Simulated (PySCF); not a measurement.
# Working out the ionisation energy of Ge

Ge [Ar] 3d10 4s2 4p2 (3P) → Ge⁺ [Ar] 3d10 4s2 4p1 (2P). Calculation: PySCF 2.14, in 6-31G* (5s4p3d, 32 functions); no relativity, point nucleus. Frozen: [Ar] 3d10. Energies in hartree (1 hartree = 27.21139 eV):

```tsv
part	Ge (lower)	Ge⁺ (upper)
UHF	-2075.035701	-2074.762095
CCSD correlation	-0.054558	-0.045865
(T)	-0.000736	-0.000459
```

Q: What does Hartree-Fock give?

A: (-2074.762095) − (-2075.035701) = 0.273606 hartree = 7.445 eV.

Q: What do CCSD and CCSD(T) give?

A: The CCSD correlation energies differ by 0.008693 hartree = 0.237 eV and the triples by 0.000277 hartree = 0.008 eV, so CCSD gives 7.682 eV and CCSD(T) 7.690 eV.

Measured between the centres of the two terms (NIST): 7.925 eV, so CCSD(T) (valence) is off by -0.235 eV.

The calculation is non-relativistic.

What remains against the reference includes basis incompleteness, the frozen core and higher excitations.
